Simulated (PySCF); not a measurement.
Correlation energy of W²⁺ (tungsten, charge +2)

[Xe] 4f14 5d3 6p1, one real determinant (an excited configuration). Computed with PySCF 2.14 in aug-cc-pVTZ-PP with ECP60MDF, with scalar relativity through the core potential. Frozen: 5s2 5p6; 4 electrons correlated.

| level | correlation energy (mhartree) |
| --- | --- |
| CCSD | -32.92 |
| (T) | -1.42 |
| CCSD(T) | -34.34 |

Diagnostics: T1 = 0.0079, D1 = 0.0209, largest double amplitude 0.118.

**Question.** Is a single reference adequate?

**Answer.** Mostly. T1 lies below 0.03, but a double amplitude of this size points to a near-degeneracy that CCSD handles and MP2 describes poorly.

The reference is one real determinant that mixes LS terms of this configuration.
